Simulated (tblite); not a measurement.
C7H13P.
Geometry (GFN2-xTB, Å), atoms numbered from 1 in this order:
```xyz
21
C7H13P angstrom
C      3.090    0.191    1.744
C      2.690   -0.363    0.610
C      1.439   -0.040   -0.089
C      0.939    1.388   -0.126
P     -0.101    0.294    0.919
C     -1.408   -0.189   -0.354
C     -1.780   -1.657   -0.174
C     -2.627    0.711   -0.178
H      2.488    0.926    2.256
H      4.023   -0.073    2.210
H      3.301   -1.120    0.135
H      1.277   -0.616   -0.996
H      1.545    2.121    0.390
H      0.532    1.749   -1.062
H     -0.995   -0.041   -1.360
H     -2.176   -1.828    0.825
H     -0.909   -2.297   -0.310
H     -2.539   -1.949   -0.899
H     -3.059    0.575    0.812
H     -2.350    1.759   -0.287
H     -3.388    0.475   -0.920
```

Computed with GFN2-xTB (tblite): harmonic, unscaled wavenumbers at the GFN2-xTB geometry, gas phase. Errors from tens to a few hundred cm⁻¹ against measured bands are possible. One conformer, not necessarily the lowest.

Harmonic wavenumbers (cm⁻¹): 46.0, 73.3, 98.2, 171.9, 202.6, 207.0, 231.7, 262.3, 303.1, 338.5, 417.3, 521.5, 600.6, 645.7, 710.4, 711.9, 825.7, 870.6, 874.5, 929.7, 936.9, 946.1, 982.3, 1004.8, 1005.6, 1027.4, 1051.9, 1071.7, 1131.7, 1155.4, 1167.8, 1243.9, 1289.7, 1295.5, 1316.3, 1400.9, 1406.4, 1416.8, 1419.0, 1490.3, 1494.3, 1500.5, 1502.6, 1688.6, 2892.8, 2999.3, 3007.3, 3011.7, 3014.8, 3017.3, 3025.1, 3026.5, 3034.3, 3047.6, 3060.6, 3093.3, 3131.9.

A = 3743, B = 957.5, C = 880.4 MHz; mass 128.075 u (most abundant isotopes); point group C1, symmetry number 1.

Task: What is the zero-point energy?

Result: ½Σν̃ = 39176 cm⁻¹ = 112.01 kcal/mol.

Task: Give the ideal-gas entropy at 200 K and 1 bar in the rigid-rotor, harmonic-oscillator model (classical rotation).

Result: Translation 38.50, rotation 27.82, vibration 19.55: S = 85.9 cal/(mol K).

Task: And Cp and H(200 K) − H(0)?

Result: Cp = 29.19 cal/(mol K), of which vibrations give 21.24 (their classical limit is 57 R = 113.3); H(200 K) − H(0) = 3.75 kcal/mol without the zero-point energy, 2.16 from vibrations.

Task: How do the functions run with temperature in this model?

Result: 
```csv
T (K),S (cal/(mol K)),Cp (cal/(mol K)),H − H(0) (kcal/mol),G − H(0) (kcal/mol),ln q(vib)
150,78.2,24.4,2.41,-9.32,3.05
250,92.9,34.4,5.33,-17.90,5.76
298.15,99.4,39.7,7.11,-22.53,7.06
400,112.6,50.7,11.72,-33.34,9.79
600,136.7,67.9,23.69,-58.31,15.14
900,167.7,84.8,46.80,-104.11,22.82
```

q(vib) and H(0) count from the zero-point level.

Task: What must be added to the electronic energy to get the Gibbs energy at 200 K and 1 bar?

Result: ZPE + [H(200 K) − H(0)] − T·S = 112.01 + 3.75 − 17.17 = 98.59 kcal/mol.

Task: Which modes carry the vibrational entropy at 200 K?

Result: 46.0 cm⁻¹: 4.19; 73.3 cm⁻¹: 3.28; 98.2 cm⁻¹: 2.72; 171.9 cm⁻¹: 1.69; 202.6 cm⁻¹: 1.41; 207.0 cm⁻¹: 1.37 cal/(mol K); the other 51 give 4.89 together.

Task: Blend soft modes into free rotors: weight 1/[1 + (100 cm⁻¹/ν̃)⁴] for the oscillator and the rest for a rotor with moment μB/(μ + B), μ = h/(8π²ν), B = 10⁻⁴⁴ kg m². What vibrational entropy results?

Result: 18.21 cal/(mol K) in place of 19.55, which changes −T·S at 200 K by +0.27 kcal/mol.

Hindered rotation and anharmonicity are outside this model. Other conformers, if any are populated, would add a mixing term that is left out. The structure is chiral; the term R ln 2 for an equal mix with its mirror image is left out.
